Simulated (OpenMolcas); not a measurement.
Computed levels of 3d5 in ions with 23 electrons, in cm-1 above 6S 5/2.

* Program: OpenMolcas 26.06
* Method: XMS-CASPT2, IPEA 0.25 Eh, imaginary shift 0.1 Eh
* Basis: ANO-RCC-VTZP
* Scalar Hamiltonian: DKH2, point nucleus
* Spin-orbit coupling: state interaction with AMFI integrals over the reference wave functions, term energies averaged over their components

Active space for each ion: 5 electrons in 5 orbitals (3d); closed shells correlated by CASPT2: 3s 3p.

| Level | Fe3+ | Co4+ | Cu6+ |
| --- | --- | --- | --- |
| 4G 5/2 | 33240 | 38920 | 47750 |
| 4G 7/2 | 33270 | 38980 | 47870 |
| 4G 11/2 | 33280 | 39000 | 47920 |
| 4G 9/2 | 33290 | 39010 | 47950 |
| 4P 5/2 | 36430 | 42740 | 52280 |
| 4P 3/2 | 36500 | 42870 | 52590 |
| 4P 1/2 | 36580 | 43030 | 52940 |
| 4D 7/2 | 39960 | 46700 | 57300 |
| 4D 1/2 | 40050 | 46850 | 57660 |

**Question.** Estimate 4G 5/2, 4G 7/2 for Ni5+ from its neighbours Co4+ and Cu6+.

**Answer.** 4G 5/2 is another term, which grows about linearly with the charge: (38920 + 47750) / 2 = 43335. The calculation gives 43240, so the estimate is off by +0.2 %.
4G 7/2 is another term, which grows about linearly with the charge: (38980 + 47870) / 2 = 43425. The calculation gives 43320, so the estimate is off by +0.2 %.

CASPT2 breaks the degeneracy within a term, and the mean is taken; among the terms shown or strongly mixed into the levels shown the widest spread is 1100 cm-1 (3d5 4G, Fe3+). Levels of configurations outside the active space are missing.
